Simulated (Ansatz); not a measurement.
A nudged elastic band was laid between two geometries of F4HW + H2 (8 atoms, charge 0, multiplicity 2).

All numbers below come from UKS PBE0-D4/def2-SVP (Ansatz).

- movable images: 5
- climbing image: yes
- spring: 5.0 eV/Å²
- optimiser: quadratic models (default)
- start path: through a guess of the saddle point
- force threshold: 0.2 eV/Å
- iteration limit: 60
- end points: relaxed

First end point:

```xyz
8
Properties=species:S:1:pos:R:3
W 0.000 0.101 -0.686
H 0.000 0.188 3.141
F 1.726 0.598 -1.007
F 0.000 1.139 0.897
F -1.726 0.598 -1.007
H 0.000 -1.302 0.228
F 0.000 -0.928 -2.269
H 0.000 -0.264 3.754
```

Last end point:

```xyz
8
Properties=species:S:1:pos:R:3
W 0.000 0.109 -0.676
H 0.000 -0.306 3.706
F 1.726 0.599 -1.006
F 0.000 1.176 0.888
F -1.726 0.599 -1.006
H 0.000 -1.277 0.265
F 0.000 -0.950 -2.240
H 0.000 0.179 3.118
```

(1) What changes between the two ends?

(2) Give the energies along the band, and the barrier.

(3) What is the geometry of the highest image?

Results:

(1) No bond is made or broken.

(2) It converged. The highest image is number 1 of 0 to 6, 0.176 eV above the ends, which have the same energy within 2 meV. The threshold of 0.2 eV/Å is loose, so the images may lie well off the minimum-energy path. The profile has 3 maxima (images 1, 3, 5) with wells between them (images 2, 4): this band takes more than one step, which may be the mechanism or a detour left from its start path. The order of the point at the top wasn't checked.

```
image  path coordinate (Å)  energy (eV)
    0                 0.00        0.000
    1                 1.88        0.176
    2                 3.47        0.031
    3                 5.07        0.037
    4                 6.65        0.015
    5                 8.23        0.051
    6                 9.81        0.000
```

(3) 
```xyz
8
Properties=species:S:1:pos:R:3
W 0.041 0.196 -0.962
H -0.308 -0.594 3.975
F 1.866 0.350 -1.294
F 0.243 1.763 0.019
F -1.817 0.325 -0.962
H 0.162 -0.866 0.321
F -0.202 -1.086 -2.288
H 0.016 0.041 4.241
```

The run took 4.2 min on 4 threads of Arm Neoverse V2, with other jobs on the host, peak memory 0.37 GiB.
